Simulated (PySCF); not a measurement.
`C=C(C)OC/N=C\C`. Method: PySCF 2.14.0, PBE0-D3(BJ)/def2-SVP geometry optimisation, gas phase.

```
atom  x, y, z in Å
C1    -2.8886    0.4416   -1.3526
C2    -2.0932    0.4546   -0.2706
C3    -2.5606    0.7538    1.1166
O4    -0.7651    0.2039   -0.2742
C5    -0.1463   -0.1156   -1.5054
N6     1.2314   -0.4014   -1.4434
C7     2.0018   -0.3230   -0.4415
C8     1.7393    0.0819    0.9830
H9    -2.5340    0.2241   -2.3596
H10   -3.9493    0.6593   -1.2321
H11   -2.3187   -0.0855    1.7870
H12   -3.6420    0.9333    1.1435
H13   -2.0421    1.6425    1.5100
H14   -0.6548   -0.9965   -1.9434
H15   -0.2911    0.7213   -2.2166
H16    3.0464   -0.6149   -0.6475
H17    0.9990    0.8853    1.0614
H18    1.3449   -0.7772    1.5508
H19    2.6802    0.3888    1.4609
```

Problem. What is the repulsion energy of the bare nuclei, Σ ZA·ZB/RAB?

Solution. 373.93 Eh over 171 pairs, with full nuclear charges and distances in bohr; the largest single term is 18.79 Eh (C2 with O4).

Problem. Work out the bond lengths C1=C2, C1–H9, C2–O4, C3–H12, O4–C5, C7–H16 in bohr.

Solution. For C1=C2 the difference vector is (0.7954, 0.0130, 1.0820) Å, of length 1.3430 Å. 1 bohr = 0.529177 Å. C1=C2 2.538; C1–H9 2.059; C2–O4 2.554; C3–H12 2.072; O4–C5 2.673; C7–H16 2.086 bohr.

Problem. What are the angles H9–C1–H10, C2–C1–H9, H11–C3–H13, H17–C8–H18, H17–C8–H19?

Solution. From the scalar product of the two bond vectors; for H9–C1–H10 it is -0.5448 Å² over 1.0895 × 1.0895 Å², cos θ = -0.4590. H9–C1–H10 117.3°; C2–C1–H9 123.6°; H11–C3–H13 107.1°; H17–C8–H18 107.0°; H17–C8–H19 110.0°.

Problem. How far are the heavy atoms from their best plane (unweighted least squares)?

Solution. 0.038 Å rms; C1 0.05, C2 0.00, C3 0.05, O4 0.01, C5 0.01, N6 0.04, C7 0.02, C8 0.06 Å (magnitudes).

Problem. Write the matrix of distances between heavy atoms (Å, lower triangle).

Solution. 
```
C1    0.000
C2    1.343  0.000
C3    2.510  1.494  0.000
O4    2.393  1.352  2.337  0.000
C5    2.803  2.375  3.669  1.415  0.000
N6    4.206  3.628  4.719  2.392  1.408  0.000
C7    5.033  4.172  4.940  2.822  2.406  1.266  0.000
C8    5.196  4.050  4.354  2.805  3.128  2.526  1.504  0.000
```

Stationary, but not proved a minimum. The numbers are those of one conformer.

Hardware: one thread of an Arm Neoverse V1, no GPU, on a shared host. Cost: 47 s of wall time, 0.65 GiB resident at most. These figures are those of the optimisation.
